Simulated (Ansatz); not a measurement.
Basis-set series for CH₃F₂InSe (`C[Se][In]([F])[F]`). The species carries charge 0 and has multiplicity 1. In takes the def2 core potential. Geometry: relaxed with PBE0-D4/def2-TZVP. It is one conformer, not always the lowest.

```xyz
8

C    -0.6405    0.1165    1.3898
Se    1.0279    0.8943    0.7010
In    0.8935   -0.0267   -1.5712
F    -0.6049   -1.1518   -2.0857
F     2.1203    0.1955   -3.0483
H    -0.5992   -0.9685    1.3613
H    -0.7014    0.4560    2.4225
H    -1.4957    0.4848    0.8307
```

```json
{"functional": "PBE0-D4", "basis": "def2-SVP", "functions": "115", "energy (Eh)": "-2830.36513", "HOMO (eV)": "-7.46", "LUMO (eV)": "-2.28"}
{"functional": "PBE0-D4", "basis": "def2-QZVPP", "functions": "432", "energy (Eh)": "-2831.03985", "HOMO (eV)": "-7.57", "LUMO (eV)": "-2.49"}
{"functional": "ωB97M-V", "basis": "def2-SVP", "functions": "115", "energy (Eh)": "-2830.61878", "HOMO (eV)": "-9.57", "LUMO (eV)": "-0.32"}
{"functional": "ωB97M-V", "basis": "def2-QZVPP", "functions": "432", "energy (Eh)": "-2831.29881", "HOMO (eV)": "-9.71", "LUMO (eV)": "-0.69"}
```

Give the rows for def2-TZVPP. (Estimate.)

Ansatz gave: 
```csv
functional,basis,functions,energy (Eh),HOMO (eV),LUMO (eV)
PBE0-D4,def2-TZVPP,233,-2830.97309,-7.56,-2.45
ωB97M-V,def2-TZVPP,233,-2831.23429,-9.70,-0.57
```

Scalar relativity is left out up to krypton.
